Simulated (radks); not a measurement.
Charge is removed step by step from the 5p down level of Os+, starting from [Kr] 4d10 4f14 5s2 5p(up 3, down 3) 5d6 6s1. Calculated with a radial shooting solver on a logarithmic mesh with Libxc functionals: non-relativistic Kohn-Sham, TPSS, spin-polarised, spherical densities, point nucleus; open shells are filled with parallel spins first (spin-orbit coupling, left out, can overturn this in heavy ions); meta-GGA in the generalised Kohn-Sham scheme; relativity is left out, which matters for an element this heavy.

| removed (e) | E - E(0) (eV) | eigenvalue (eV) | E minus straight line (eV) |
|---|---|---|---|
| 0 | 0.000 | -53.774 | 0.000 |
| 0.1 | 5.439 | -55.004 | -0.576 |
| 0.2 | 11.001 | -56.252 | -1.028 |
| 0.3 | 16.690 | -57.516 | -1.354 |
| 0.4 | 22.505 | -58.795 | -1.553 |
| 0.5 | 28.449 | -60.088 | -1.624 |
| 0.6 | 34.523 | -61.395 | -1.564 |
| 0.7 | 40.729 | -62.716 | -1.374 |
| 0.8 | 47.067 | -64.049 | -1.050 |
| 0.9 | 53.539 | -65.395 | -0.593 |
| 1 | 60.146 | -66.752 | 0.000 |

Removing the whole electron costs 60.146 eV by Delta-SCF, against 53.774 eV from minus the eigenvalue at the starting occupation. Slater's transition state (half an electron removed) gives 60.088 eV. Integrating minus the eigenvalue over the occupation (Janak's theorem) gives 60.146 eV. The mean slope of the eigenvalue, de/dn, is 13.0 eV per electron.
